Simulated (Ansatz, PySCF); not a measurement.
Gas-phase reaction in SMILES: SB(S)S [borotrithioic acid] -> [S]B(S)S + H atom (the H-S bond at the site shown breaks; other sites are not compared here)
Geometries: B3LYP-D3(BJ)/def2-TZVP minima from Ansatz (a quantum-chemistry and plane-wave program), one conformer each, not searched for the lowest.

Quantity: bond dissociation energy (enthalpy at 298 K, with B3LYP-D3(BJ) rigid-rotor harmonic-oscillator terms from PySCF), in kJ/mol. Cores are frozen in the correlated levels unless marked. Open shells are spin-unrestricted. No spin-orbit coupling. No relativistic terms. CBS(X,Y): correlation extrapolated as X^-3; Hartree-Fock from the larger set.

```tsv
level	program	bond dissociation energy (kJ/mol)
HF/cc-pV(Q+d)Z	Ansatz	255.7
```

Estimate the value at CCSD(T)/CBS(aug-cc-pV(T+d)Z,aug-cc-pV(Q+d)Z) as computed with Ansatz.

364.3 kJ/mol, so HF/cc-pV(Q+d)Z differs from it by -108.6 kJ/mol.
